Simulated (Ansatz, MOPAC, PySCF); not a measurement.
Dimer: HF (SMILES F) (first 2 atoms) with CH3Br (SMILES CBr); geometry from B3LYP-D3(BJ)/def2-TZVP.
(charge 0, multiplicity 1):
```
atom    x (Å)    y (Å)   z (Å)
----  -------  -------  ------
F     -0.0394  -0.1485  0.6416
H     -0.0625  -0.6487  1.4319
C     -0.2517   1.0414  3.8377
Br    -0.1735  -0.9223  3.7719
H     -1.1902   1.3075  4.3099
H     -0.2019   1.3946  2.8142
H      0.5990   1.3750  4.4204
```

Interaction energies are E(AB) − E(A) − E(B) at the monomers' geometry in the complex; basis-set methods are counterpoise corrected.

Cores are frozen in the correlated methods. Filled d and f shells under p-block atoms count as core. The state reached by PM6 isn't checked.

Run with Ansatz (a program for electronic structure) with Gaussian orbitals; MOPAC for PM6 (differences of heats of formation); PySCF for the dispersion terms. Values without a source in brackets are computed.

Q: What is the computed interaction energy (B3LYP-D4/def2-TZVPPD)?

A: -5.0 kcal/mol

Q: What is the computed interaction energy (PM6)?

A: -0.2 kcal/mol

Q: What interaction energy does CCSD/aug-cc-pVDZ give?

A: -3.3 kcal/mol
